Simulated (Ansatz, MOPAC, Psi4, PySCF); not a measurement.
System: CH$_{6}$BO$_{2}$Si, net charge 0, doublet state. SMILES: C[SiH]B(O)O
Geometry: optimised at B3LYP-D3(BJ)/def2-TZVP (Ansatz, an electronic-structure program).

Quantity: enthalpy of formation at 298 K, in kcal/mol. Set-up: 6-311+G** with 5d, 6d on Na to Ar in Ansatz; no dispersion term unless named; UHF or UKS for open shells; LANL2DZ with its own core potentials from Na on; no spin-orbit coupling; non-relativistic; valence correlation only; 6-31G* and kin with 6d, 5d where marked. Basis-set limits of correlation are two-point, X^-3; Hartree-Fock from the larger set. First-principles rows: single points at B3LYP-D3(BJ) geometries (Ansatz), with unscaled harmonic terms from B3LYP/6-31G* (Ansatz) at its own minima, enthalpies of formation by atomisation with measured atoms. Semi-empirical rows: MOPAC heats of formation at their own minima for 298 K.

Coupled cluster (Ansatz) is a level with limits of its own, used here on species with T1 under 0.025 (0.045 for open shells) and stable references: CCSD(T)/CBS(cc-pV(T+d)Z,cc-pV(Q+d)Z).

Value to compare with, CCSD(T)/CBS(cc-pV(T+d)Z,cc-pV(Q+d)Z) (Ansatz): -115.8 kcal/mol.

| level | program | enthalpy of formation at 298 K (kcal/mol) | difference |
|---|---|---|---|
| AM1 | MOPAC | -154.2 | -38.4 |
| PM3 | MOPAC | -151.2 | -35.4 |
| PBE/LANL2DZ | Ansatz | -92.1 | 23.7 |
| B3LYP/6-31G | Ansatz | -52.9 | 62.9 |
| B3LYP/6-31+G* | Ansatz | -93.9 | 21.9 |
| B3LYP/6-31G** | Ansatz | -109.8 | 6.0 |
| M06-2X/6-311+G** | PySCF | -111.0 | 4.8 |
| wB97X-D/6-311+G** | Psi4 | -105.7 | 10.1 |
| B3PW91/6-31G* (5d) | PySCF | -101.7 | 14.1 |
| B3LYP-D3(BJ)/def2-TZVPD | Ansatz + dftd3 | -115.7 | 0.1 |

Among the 9 habitual levels, B3LYP/6-31G lies farthest from CCSD(T)/CBS(cc-pV(T+d)Z,cc-pV(Q+d)Z) (Ansatz) (62.9 kcal/mol) and M06-2X/6-311+G** nearest (4.8); 7 of 9 lie above it, and their mean absolute difference is 24.1 kcal/mol, the median 21.9. One case shows no general order.

The levels are drawn from those run, B3LYP/6-31G* more often than the rest, none by its result; left out are runs that failed, that the program found above a lower state of the same kind, or whose <S^2> lies over 0.5 above the pure value.
